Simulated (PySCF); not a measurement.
# C₆ coefficients of unlike pairs at PBEsol

Calculated with PySCF 2.14 from the dipole response of each species, C₆(A,B) = (3/π) ∫ α_A(iu) α_B(iu) du, in atomic units, from isotropic polarisabilities. For ions this is the dispersion term alone; charge-induced terms of lower order in 1/R come first.

```json
{"species": "Cl⁺", "configuration": "[Ne] 3s2 3p4 (3P)", "basis": "aug-cc-pV(Q+d)Z (7s6p5d3f2g)", "relativity": "none", "α (bohr³)": "8.849", "C₆ (like pair)": "42.01"}
{"species": "Nb", "configuration": "[Kr] 4d4 5s1 (6D)", "basis": "aug-cc-pwCVTZ-PP with ECP28MDF (8s8p7d4f3g)", "relativity": "core potential", "α (bohr³)": "89.65", "C₆ (like pair)": "999.8"}
{"species": "W³⁺", "configuration": "[Xe] 4f14 5d3 (4F)", "basis": "x2c-TZVPPall with one added diffuse shell each of s, p, d, f type (12s8p8d4f1g)", "relativity": "spin-free X2C", "α (bohr³)": "7.692", "C₆ (like pair)": "38.90"}
{"species": "O", "configuration": "[He] 2s2 2p4 (3P)", "basis": "aug-cc-pwCVTZ (7s6p4d2f)", "relativity": "none", "α (bohr³)": "5.502", "C₆ (like pair)": "16.99"}
```

Estimate C₆ for W³⁺ with Nb.

The integral gives 158.0. The combination rule 2 C_A C_B / (C_A α_B/α_A + C_B α_A/α_B) gives 144.3 and the geometric mean 197.2.

No spin-orbit coupling is included.

The other pairs:

```csv
pair,C₆
"O, W³⁺",25.53
"O, Cl⁺",26.66
"W³⁺, Cl⁺",39.77
"Nb, Cl⁺",174.9
"O, Nb",109.4
```
